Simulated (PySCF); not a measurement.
Xe⁺ (xenon, charge +1) across methods

[Kr] 4d10 5s2 5p4 5d1, one real determinant (an excited configuration). Calculation: PySCF 2.14, in aug-cc-pwCVTZ-DK3 with one added diffuse shell each of s, p, d, f type (11s10p8d5f1g, 125 functions); the spin-free X2C one-electron Hamiltonian (Gaussian nucleus).

| method | E (hartree) | mean ε 5p α (eV) | mean ε 5p β (eV) | mean ε 5d α (eV) | Σ⟨r²⟩ (bohr²) | ⟨S²⟩ |
| --- | --- | --- | --- | --- | --- | --- |
| UHF | -7442.36778 | -25.057 | -22.540 | -9.053 | 58.16 | 3.764 |
| LDA | -7438.63 | -19.924 | -18.484 | -6.457 | 58.05 | 3.752 |
| PBE | -7444.92 | -19.793 | -18.281 | -6.532 | 57.98 | 3.754 |
| r2SCAN | -7445.32 | -20.308 | -18.618 | -6.581 | 57.71 | 3.757 |
| PBE0 | -7444.99 | -21.317 | -19.590 | -7.252 | 57.69 | 3.755 |

⟨L²⟩ = 8.10 against 12 for a pure F term, so this real determinant mixes terms. The outer electron is Rydberg-like, and this basis confines it to a smaller radius and binds it less than a complete one would.
